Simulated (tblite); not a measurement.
Compound: C₇H₇O (doublet state).
Cartesian coordinates in Å at the GFN2-xTB level; atoms count from 1:
```xyz
15
C7H7O angstrom
C     -2.0624   -0.7152   -0.2055
C     -0.7392   -0.3480   -0.0881
C      0.2921   -1.3270   -0.1858
C      1.6150   -0.9975   -0.0747
C      1.9947    0.3276    0.1423
C      1.0277    1.3141    0.2443
C     -0.3154    1.0053    0.1343
O     -1.2057    2.0212    0.2436
H     -2.8874   -0.0258   -0.1412
H     -2.3229   -1.7440   -0.3712
H     -0.0051   -2.3518   -0.3518
H      2.3708   -1.7647   -0.1539
H      3.0382    0.5868    0.2306
H      1.2990    2.3450    0.4108
H     -2.1038    1.6820    0.1445
```

Computed geometry: GFN2-xTB, gas phase. This method treats the open shell by occupation alone, without spin polarisation.

Take the most abundant isotopes and a rigid rotor. The values belong to one conformer with, in the numbering `[CH2:1][c:2]1[cH:3][cH:4][cH:5][cH:6][c:7]1[OH:8]`, H–C1–C2–C3 180° and 0°, C6–C7–O8–H 180°.

Q: What are A, B and C (MHz)?

A: Ia = 152.45, Ib = 217.01, Ic = 369.46 u·Å²; 505379 MHz·u·Å²/I gives A = 3315, B = 2329, C = 1368 MHz.

Q: Classify the top.

A: An asymmetric top: κ = (2 × 2329 − 3315 − 1368)/(3315 − 1368) = -0.01.

Q: Is it planar, by Δ = Ic − Ia − Ib?

A: Planar: Δ = Ic − Ia − Ib = 0.00 u·Å². For a rigid frame Δ = −2 Σ m c², so it vanishes when all atoms lie in the ab plane; here none is more than 0.01 Å from it.

Q: Estimate the classical rotational partition function at 10 K, 100 K and 298.15 K.

A: Point group Cs, symmetry number σ = 1; q = (√π/σ)·√((kT/h)³/(ABC)), k/h = 20836.6 MHz/K: 1640 at 10 K, 51900 at 100 K, 267000 at 298.15 K.

For this open shell read J as N, the rotation without spin; fine and hyperfine splittings come on top. Its GFN2-xTB frequencies are all real (lowest 119 cm⁻¹). Constants of a rigid frame at the computed geometry: no zero-point averaging, no centrifugal distortion.

Hardware: one thread of an Arm Neoverse V1, no GPU (shared host). Cost: 0.29 s. That covers the optimisation of the geometry.
